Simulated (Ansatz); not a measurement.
Consider the redistribution: `[OH][AlH][SbH][Cl]` + `[SiH3]N[SiH3]` → `[OH][AlH][NH][SiH3]` + `[SiH3][SbH][Cl]`.

Program: Ansatz. Geometries: PBE0-D4/def2-TZVP. ΔE: electronic, gas phase. CCSD(T)/CBS is the MP2 limit (def2-TZVPP, def2-QZVPP) plus CCSD(T) − MP2 in def2-TZVPP, frozen cores. This one scheme is used for every species. DFT in def2-TZVPP. Elements past krypton have def2 core potentials. For Sb outer-core shells are correlated without core-valence functions, which leaves a few kJ/mol of doubt a bond. One conformer a species, not always the lowest.

Problem. Is it downhill or uphill in electronic energy at CCSD(T)/CBS, and by how much? (Best estimate.)

Solution. Computed: Downhill: ΔE = -22.0 kJ/mol.

Problem. What do these levels give: PBE0-D4, r2SCAN0-D4, B2PLYP, revPBE, LC-ωPBE, RPA@PBE/def2-TZVPP, HF/def2-SVP, MP2/def2-SVP, CCSD(T)/def2-SVP, SCS-MP2/def2-TZVPP, CCSD(T)/def2-TZVPP, CCSD/CBS(def2)? (Estimate.)

Solution. Computed: PBE0-D4 -21.5, r2SCAN0-D4 -23.5, B2PLYP -22.9, revPBE -25.2, LC-ωPBE -21.9, RPA@PBE/def2-TZVPP -21.5, HF/def2-SVP -20.9, MP2/def2-SVP -26.6, CCSD(T)/def2-SVP -26.6, SCS-MP2/def2-TZVPP -21.4, CCSD(T)/def2-TZVPP -22.7, CCSD/CBS(def2) -21.8 kJ/mol.

Largest T1 diagnostic among the species: 0.014.

Leaving LDA and LC-ωPBE aside and taking each functional with its dispersion term where it has one, the values, not all of them listed here, spread over 7.4 kJ/mol, from B97M-V to PBE-QIDH. LDA lies +3.1 kJ/mol from PBE without D4. At CCSD(T), def2-SVP lies −4.7 kJ/mol from the extrapolated value and def2-TZVPP −0.8 kJ/mol.
